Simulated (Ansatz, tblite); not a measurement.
Removing and adding an electron: `c1cc2ccc3c[o+]cc4ccc(c1)c2c34`. Charge 1, multiplicity 1. Geometry: PBE-D4/def2-SVP. Ansatz, gas phase; energy differences of separate SCF runs; the oxidised species was run as a doublet alone; the reduced species was run as a doublet alone.

```xyz
25

C    -0.729   -2.155   -2.456
C     0.321   -1.240   -2.631
C     0.649   -0.321   -1.612
C     1.716    0.635   -1.744
C     2.022    1.524   -0.740
C     1.264    1.508    0.481
C     1.515    2.377    1.542
O     0.790    2.336    2.663
C    -0.212    1.474    2.847
C    -0.567    0.551    1.865
C    -1.640   -0.392    2.028
C    -1.933   -1.274    1.015
C    -1.193   -1.285   -0.220
C    -1.479   -2.182   -1.270
C    -0.117   -0.347   -0.395
C     0.190    0.563    0.641
H    -0.968   -2.864   -3.263
H     0.897   -1.236   -3.568
H     2.298    0.643   -2.678
H     2.841    2.248   -0.857
H     2.295    3.151    1.572
H    -0.692    1.589    3.829
H    -2.216   -0.398    2.965
H    -2.754   -1.998    1.139
H    -2.298   -2.908   -1.153
```

The xTB rows come from tblite.

Problem. Estimate orbital energies and vertical ionisation energies and electron affinities at: GFN1-xTB; GFN2-xTB; PBE-D4/def2-SVP; PBE0-D4/def2-SVP.

Solution. 
```csv
level,−HOMO (eV),vertical IE (eV),−LUMO (eV),vertical EA (eV),HOMO–LUMO gap (eV),IE − EA (eV)
GFN1-xTB,15.39,17.64,13.36,11.01,2.03,6.63
GFN2-xTB,14.52,16.82,12.49,10.11,2.03,6.71
PBE-D4/def2-SVP,9.56,11.74,7.42,5.22,2.14,6.52
PBE0-D4/def2-SVP,10.29,11.79,6.79,5.39,3.50,6.40
```

Relaxing the oxidised species (PBE-D4/def2-SVP) changes its energy by -0.05 eV at PBE-D4/def2-SVP, so the adiabatic ionisation energy to this nearest minimum is 11.69 eV. At PBE0-D4/def2-SVP it is 11.77 eV.   Raw xTB energy differences between charge states are shifted by several eV; the methods need an empirical correction for them.
